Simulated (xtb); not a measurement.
1-(hydroxymethyl)cyclopropan-1-ol (C4H8O2), SMILES OCC1(O)CC1. All values are semi-empirical tight-binding results from xtb (GFN2-xTB unless named), good for trends rather than for accurate numbers. Geometry: GFN2-xTB. The values are those of a single conformer.

```json
{
 "orbital_gap": "9.06 eV",
 "dipole_moment": "2.82 D",
 "zero_point_energy": "72.4 kcal/mol",
 "G − E(el) at 298.15 K (modified RRHO)": "53.4 kcal/mol",
 "static polarisability (D4 model)": "55.7 bohr³",
 "solvation energy, GFN2-xTB/ALPB(water)": "-7.1 kcal/mol",
 "solvation energy, GFN2-xTB/ALPB(dmso)": "-10.0 kcal/mol"
}
```

Computed IR lines (harmonic; lines under 4 % of the strongest left out, lines within 3 cm⁻¹ merged):
ν (cm⁻¹): 254 (s), 318 (w), 410 (w), 435 (vs), 547 (w), 762 (w), 939 (w), 996 (m), 1032 (w), 1075 (m), 1085 (m), 1136 (m), 1178 (m), 1281 (w), 1303 (m), 1341 (s), 1404 (m), 1489 (m), 2867 (m), 2996 (w), 3078 (w), 3083 (w), 3103 (w), 3115 (m), 3531 (w), 3566 (w) (against the strongest line: vs over 80 %, s over 45 %, m over 15 %, w over 4 %, vw less)
